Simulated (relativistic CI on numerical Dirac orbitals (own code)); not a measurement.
L2,3 absorption of nickel in several valence states

Computed multiplet spectra 2p⁶3dⁿ → 2p⁵3dⁿ⁺¹ (Dirac-Coulomb-Breit ions, Slater integrals scaled by 0.7, an assumed crystal field that grows with the charge, no charge transfer; 300 K; Lorentzian 0.4 eV and Gaussian 0.3 eV FWHM at both edges, so that L2 comes out sharper than in experiment). Peaks over 5 % are given in eV from the highest peak in the L3 region of each spectrum (height, largest 100). S of the lowest state is read from ⟨S²⟩, and the branching ratio is the share of L3, cut at the minimum between the edges.

Field parameters in Wybourne normalisation: Td as Oh with Dq negative (B⁴₀ = 21Dq, B⁴₄ = √(5/14) B⁴₀). The field is a parameter set, without covalency.

- Ni²⁺ (d8, Td, 10Dq = -6200 cm⁻¹): S = 1.00, branching ratio 0.90; peaks 0.0 (100), 2.2 (17), 18.6 (13)
- Ni³⁺ (d7, Td, 10Dq = -8000 cm⁻¹): S = 1.50, high spin, branching ratio 0.75; peaks 0.0 (100), 1.1 (63), 2.8 (21), 4.4 (10), 18.3 (47), 20.5 (9), 21.2 (5)
- Ni⁴⁺ (d6, Td, 10Dq = -9800 cm⁻¹): S = 2.00, high spin, branching ratio 0.75; peaks -3.3 (14), -0.3 (100), 0.0 (100), 1.1 (57), 2.9 (28), 4.5 (10), 15.2 (12), 16.4 (30), 17.6 (31), 18.1 (29), 18.9 (14), 19.5 (12), 20.5 (9), 21.3 (8)

The centroid of the whole edge, which also moves with the branching ratio, lies at 856.5 (Ni²⁺), 862.1 (Ni³⁺), 865.4 (Ni⁴⁺) eV in this ionic model, in steps of 3.3 to 5.6 eV. Compounds show about 1 to 2 eV a unit and lower energies for the high valences, since ligands screen the charge. The multiplet shape follows the d count and the spin state, and so serves as a fingerprint of valence.
